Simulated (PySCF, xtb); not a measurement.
CH10FNSi3, SMILES [SiH3]N[SiH2]C[SiH2]F.

GFN2-xTB (xtb 6.7.1) at its own geometry gives an orbital gap of 5.18 eV and a dipole moment of 1.99 D.

The structure is a stationary point at r2SCAN-D4/def2-SVP. The structure was generated by enumeration, and PubChem lists no compound with its InChIKey, so it may never have been made. One conformer was computed; it need not be the lowest.

Task: What does PBE/def2-TZVP in PySCF give? (The exact figures need the calculation; the answer reports its results.)

Result: gap 5.20 eV (levels -6.16 and -0.96 eV), dipole 2.15 D.
